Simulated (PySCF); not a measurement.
# Dy(SH)3 at several levels of theory

Computed with PySCF 2.14.0 (density fitting, no spin-orbit coupling) at the geometry relaxed with r2SCAN:

```xyz
7
Dy(SH)3 (singlet in the valence; each metal's 4f electrons, 9 of them, lie in its core potential, out of spins and levels)
Dy    0.0000    0.0000    0.7901
S     2.5441    0.4094    0.9624
H     2.8351   -0.9144    1.0172
S    -1.6266    1.9986    0.9624
H    -0.6256    2.9125    1.0172
S    -0.9175   -2.4080    0.9624
H    -2.2095   -1.9980    1.0172
```

| level | basis | state | HOMO (eV) | gap (eV) | charge on Dy1 (e) | population of f-type functions on Dy1 (polarisation alone where 4f lies in the core) | dipole about the centre of mass (D) | largest force component (eV/Å) |
| --- | --- | --- | --- | --- | --- | --- | --- | --- |
| r2SCAN | Dy lcecp-1-SVP with ECP55, S def2-SVP, H def2-SVP | singlet | -6.57 | 3.70 | 0.83 | 0.03 | 0.95 | 0.02 |
| revPBE | the same | singlet | -6.20 | 3.21 | 0.72 | 0.03 | 0.89 | 0.27 |
| BP86 | the same | singlet | -6.34 | 3.17 | 0.66 | 0.03 | 0.89 | 0.28 |
| wB97X | the same | singlet | -9.80 | 9.04 | 0.84 | 0.04 | 1.02 | 0.17 |
| r2SCAN | Dy lcecp-1-TZVP with ECP55, S def2-TZVP, H def2-TZVP | singlet | -6.62 | 3.77 | 1.25 | 0.03 | 0.98 | 0.22 |

In the lcecp rows the 4f levels are missing from HOMO and gap, and the state counts the valence alone.

Charges are Mulliken's, which hang on the basis. The relaxation used the grid (50, 194), these runs (75, 302) or, all-electron (x2c bases, spin-free X2C Hamiltonian), (99, 590).

What does TPSSh with Dy lcecp-1-SVP with ECP55, S def2-SVP, H def2-SVP give here?

state singlet, HOMO (eV) -6.84, gap (eV) 4.16, charge on Dy1 (e) 0.87, population of f-type functions on Dy1 (polarisation alone where 4f lies in the core) 0.03, dipole about the centre of mass (D) 0.95, largest force component (eV/Å) 0.06. Time: 13 s on 2 threads of Arm Neoverse N1 (shared host), from an already converged density.

In the first row's basis the gap widens with exact exchange: 3.2 to 3.7 eV for BP86, revPBE, r2SCAN (none); 4.2 eV for TPSSh (a fixed share); 9.0 eV for wB97X (rising or full at long range).

No frequency check is given that shows the relaxed geometry to be a minimum. An lcecp potential fixes the number of 4f electrons, so in runs with it no electron can move into or out of that shell.
